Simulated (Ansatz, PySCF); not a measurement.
C6H13O, doublet, geometry from GFN2-xTB. Base run: PySCF with B3LYP5/STO-3G.

Geometry (Å):
```xyz
20

C     -1.6761     0.9854    -1.0704
C     -1.1907     0.7179     0.3517
C     -1.6489    -0.6390     0.8474
C      0.3306     0.8120     0.4817
C      1.0482    -0.2797    -0.3838
C      2.5549    -0.1837    -0.0412
O      0.5848    -1.5064    -0.1299
H     -1.3909     0.1685    -1.7275
H     -1.2519     1.9096    -1.4567
H     -2.7602     1.0727    -1.0873
H     -1.6018     1.4996     1.0077
H     -0.8840    -1.3588     0.4398
H     -2.6280    -0.9234     0.4749
H     -1.6158    -0.7205     1.9305
H      0.6121     0.6481     1.5232
H      0.6922     1.7904     0.1645
H      0.9119     0.0009    -1.4491
H      2.9162     0.8249    -0.2209
H      2.7164    -0.4553     0.9985
H      3.0980    -0.8830    -0.6712
```
Charge 0, spin multiplicity 2.
Orbitals are unrestricted.
All else is at PySCF's defaults.

The same geometry, method and basis name were run in Ansatz (a quantum-chemistry and plane-wave program) and PySCF, at each program's defaults and at the settings that a row names. The base is PySCF at its defaults. Differences at the defaults can come from grids, fitting, cores and function types together.

```csv
code and settings,ΔE vs base (µEh),basis functions,E (Eh),SCF cycles,dipole (D)
"PySCF, defaults (exact integrals, its default grid, spherical functions)",0.0,48,-307.54954,15,1.31
"Ansatz, defaults (factorised integrals, its default grid, spherical functions)",3.8,48,-307.54954,-,-
"PySCF, density fitting with def2-universal-jkfit",-2017,48,-307.55156,15,1.31
"PySCF, fine grid",-6.2,48,-307.54955,15,1.31
"Ansatz, high accuracy",-5.2,48,-307.54955,-,-
```

Open shells are given as the SCF converged; they aren't shown to be the lowest states, and a large step between rows can be another state.
